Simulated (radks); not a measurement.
Effect of the nuclear size on neutral dysprosium, [Xe] 4f10 6s2. All-electron calculation, Dirac Kohn-Sham, LDA (Slater exchange, Perdew-Wang correlation), spin-unpolarised, spherical densities, finite nucleus; open shells are shared between the two j in proportion to 2j + 1; Fermi nuclear charge, rms radius 5.2218 fm. Program: a radial shooting solver on a logarithmic mesh with Libxc functionals. The rms radius is varied about that value; shifts are against it.

rms radius (fm)  total energy shift (eV)  density at nucleus (e/bohr^3)  1s1/2 shift (meV)  2s1/2 shift (meV)  5s1/2 shift (meV)  5p1/2 shift (meV)  6s1/2 shift (meV)  4f7/2 shift (meV)  6p1/2 (empty) shift (meV)
4.3445                             -8.09                       7.75e+05              -3320               -436              -3.29              0.379             -0.137              0.623                      0.122
4.8093                             -3.94                      7.539e+05              -1620               -212              -1.60              0.184             -0.066              0.303                      0.059
5.2218                                 0                      7.373e+05              0.000              0.000              0.000              0.000              0.000              0.000                      0.000
5.5769                              3.58                      7.242e+05               1470                193               1.46             -0.167              0.060             -0.276                     -0.054
6.1826                              10.1                      7.042e+05               4140                542               4.10             -0.471              0.170             -0.776                     -0.152

Slopes of the eigenvalues against <r^2> in GHz/fm^2, as finite differences over the two radii next to the reference (eigenvalue slopes, not the field-shift constants of lines): 1s1/2 93700, 2s1/2 12300, 5s1/2 92.8, 5p1/2 -10.7, 6s1/2 3.85, 4f7/2 -17.6, 6p1/2 (empty) -3.44.
